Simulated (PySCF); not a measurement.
Computed shifts of a molecule C₅H₇F, PySCF with PBE0/pcSseg-1, GIAO, gas phase, atoms alike by connectivity averaged where their shifts nearly agree, in ppm (number of nuclei): ¹³C: 157.8 (1), 139.0 (1), 131.9 (1), 120.6 (1), 24.1 (1). ¹⁹F: -127.1 (1). ¹H: 6.91 (1), 6.78 (1), 6.01 (1), 5.59 (1), 2.24 (3). References: ¹³C against TMS (σ = 186.3 ppm); ¹⁹F against CFCl3 (σ = 167.2 ppm); ¹H against TMS (σ = 31.56 ppm), references at their B3LYP-D3(BJ)/def2-TZVP geometries, non-relativistic. Coordinates come from a B3LYP-D3(BJ)/def2-SVP optimisation. The values are those of a single conformer.

Question: Pick the molecule that these values belong to.
A. C[C@@H]1C=C[C@@H]1F
B. CC1=C(F)CC1
C. C#CC[C@@H](C)F
D. C/C=C/C=C\F

Answer: D, C/C=C/C=C\F
